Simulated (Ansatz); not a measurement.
Relaxation of CH2OSeSi (6 atoms, charge 0, multiplicity 1), to a largest force component of 0.015 eV/Å in at most 40 steps.

Level of theory: RKS revPBE/def2-SVP (Ansatz 0.2.0).

```xyz
6
Properties=species:S:1:pos:R:3
O 0.750 -0.641 -0.987
Se 1.117 -0.900 0.836
C -0.143 0.248 1.717
Si -1.155 0.937 0.500
H 1.379 -1.164 -1.489
H -1.948 1.520 -0.576
```

Question: Where does it end, and by what steps?

Answer: The forces met the threshold. After 18 steps the energy has fallen by 1.988 eV; H6 moved furthest, 1.27 Å.

| step | energy less start (eV) | largest force component (eV/Å) | accepted |
| --- | --- | --- | --- |
| 0 | 0.0000 | 1.452 | yes |
| 1 | -0.2460 | 0.876 | yes |
| 2 | -0.4431 | 1.403 | yes |
| 3 | -0.7807 | 1.601 | yes |
| 4 | -1.1193 | 1.067 | yes |
| 5 | -1.4590 | 0.860 | yes |
| 6 | -1.6282 | 0.826 | yes |
| 7 | -1.6949 | 1.034 | yes |
| 8 | -1.7651 | 0.685 | yes |
| 9 | -1.8085 | 0.840 | yes |
| 10 | -1.9108 | 0.396 | yes |
| 11 | -1.9358 | 0.541 | yes |
| 12 | -1.9389 | 1.009 | yes |
| 13 | -1.9363 | 0.439 | no |
| 14 | -1.9835 | 0.206 | yes |
| 15 | -1.9865 | 0.110 | yes |
| 16 | -1.9874 | 0.041 | yes |
| 17 | -1.9876 | 0.027 | yes |
| 18 | -1.9876 | 0.010 | yes |

```xyz
6
Properties=species:S:1:pos:R:3
O 1.350 -1.035 -1.257
Se 1.118 -0.443 0.525
C -0.440 0.292 0.590
Si -2.123 0.732 0.837
H 2.005 -1.763 -1.177
H -1.909 2.217 0.482
```

Whether the end is a true minimum wasn't checked by a vibrational analysis.

Run time: 49 s on 1 CPU thread of a shared host.
